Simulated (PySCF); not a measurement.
A structure optimised at PBE-D3(BJ)/def2-SVP, used in a PySCF frequency run:

```
C
F 1 1.3301
Cl 1 1.7396 2 113.32
Cl 1 1.7396 2 113.32 3 -135.95
```
Charge 0, spin multiplicity 2.

Question: Write its SMILES, formula and point group.

Answer: F[C](Cl)Cl, CCl₂F, Cs

Question: What are its rotational constants (standard atomic weights)?

Answer: 7.2673, 3.2197, 2.2608 GHz
